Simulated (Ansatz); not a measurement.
Relaxation of Ge2H8OS (12 atoms, charge 0, multiplicity 1), to a largest force component of 0.03 eV/Å in at most 50 steps.

All numbers below come from RKS PBE0-D4/def2-SVP (Ansatz).

```xyz
12
Properties=species:S:1:pos:R:3
Ge 0.310 0.460 -0.330
Ge -0.082 0.261 3.259
H -1.275 -0.698 3.056
H 1.210 -0.458 2.818
H 0.042 0.598 4.762
H 1.307 -0.332 -1.190
O -0.966 1.023 -1.424
H -1.838 1.067 -1.015
H -0.318 -0.408 0.772
S 1.289 2.321 0.451
H 2.273 1.624 1.062
H -0.229 1.556 2.431
```

Task: Where does it end, and by what steps?

Result: The forces met the threshold. After 17 steps the energy has fallen by 0.273 eV; H11 moved furthest, 0.98 Å.

```json
{"step": "0", "energy less start (eV)": "0.0000", "largest force component (eV/Å)": "0.391", "accepted": "yes"}
{"step": "1", "energy less start (eV)": "-0.1364", "largest force component (eV/Å)": "0.246", "accepted": "yes"}
{"step": "2", "energy less start (eV)": "-0.1684", "largest force component (eV/Å)": "0.304", "accepted": "yes"}
{"step": "3", "energy less start (eV)": "-0.1915", "largest force component (eV/Å)": "0.452", "accepted": "yes"}
{"step": "4", "energy less start (eV)": "-0.2199", "largest force component (eV/Å)": "0.246", "accepted": "yes"}
{"step": "5", "energy less start (eV)": "-0.2393", "largest force component (eV/Å)": "0.058", "accepted": "yes"}
{"step": "6", "energy less start (eV)": "-0.2458", "largest force component (eV/Å)": "0.168", "accepted": "yes"}
{"step": "7", "energy less start (eV)": "-0.2431", "largest force component (eV/Å)": "0.634", "accepted": "no"}
{"step": "8", "energy less start (eV)": "-0.2529", "largest force component (eV/Å)": "0.034", "accepted": "yes"}
{"step": "9", "energy less start (eV)": "-0.2544", "largest force component (eV/Å)": "0.389", "accepted": "yes"}
{"step": "10", "energy less start (eV)": "-0.2636", "largest force component (eV/Å)": "0.115", "accepted": "yes"}
{"step": "11", "energy less start (eV)": "-0.2692", "largest force component (eV/Å)": "0.058", "accepted": "yes"}
{"step": "12", "energy less start (eV)": "-0.2693", "largest force component (eV/Å)": "0.058", "accepted": "yes"}
{"step": "13", "energy less start (eV)": "-0.2697", "largest force component (eV/Å)": "0.074", "accepted": "yes"}
{"step": "14", "energy less start (eV)": "-0.2712", "largest force component (eV/Å)": "0.189", "accepted": "yes"}
{"step": "15", "energy less start (eV)": "-0.2723", "largest force component (eV/Å)": "0.074", "accepted": "yes"}
{"step": "16", "energy less start (eV)": "-0.2727", "largest force component (eV/Å)": "0.055", "accepted": "yes"}
{"step": "17", "energy less start (eV)": "-0.2729", "largest force component (eV/Å)": "0.027", "accepted": "yes"}
```

```xyz
12
Properties=species:S:1:pos:R:3
Ge 0.424 0.309 -0.711
Ge -0.110 0.234 3.559
H -1.064 -0.932 3.266
H 1.334 -0.175 3.228
H -0.211 0.641 5.037
H 1.054 -0.419 -1.900
O -1.092 0.985 -1.346
H -1.442 1.696 -0.797
H 0.138 -0.611 0.491
S 1.830 1.908 -0.060
H 1.362 1.941 1.208
H -0.500 1.437 2.678
```

Whether the end is a true minimum wasn't checked by a vibrational analysis.

Run time: 58 s on 4 threads of Arm Neoverse V1, on a shared host, peak memory 0.41 GiB.
